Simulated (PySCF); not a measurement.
## Radial density of B²⁺ (boron, charge +2)

UHF, [He] 2s1, 2S determinant. Calculation: PySCF 2.14, in ANO-RCC-VTZP (4s3p2d1f, 30 functions); scalar relativity by spin-free X2C-1e.

```csv
r (bohr),4πr²ρ (e/bohr),4πr²(ρα − ρβ)
0.00417,0.01550,0.0005
0.00702,0.04210,0.0015
0.0118,0.1127,0.0039
0.0198,0.2928,0.0101
0.0334,0.7219,0.0248
0.0562,1.626,0.0554
0.0945,3.152,0.1036
0.159,4.761,0.1390
0.267,4.770,0.0873
0.450,2.453,-0.0062
0.756,0.6595,0.2211
1.27,0.6774,0.6644
2.14,0.3621,0.3621
3.60,0.02249,0.0225
```

Densities and radii are taken from the X2C orbitals without a picture-change correction, which distorts them close to the nucleus.

Where is the radial spin density 4πr²(ρα − ρβ) most negative, and why is it negative at all?

Around r = 0.450 bohr, down to -0.0062 e/bohr: exchange with the open shell polarises the paired shells in an unrestricted calculation.
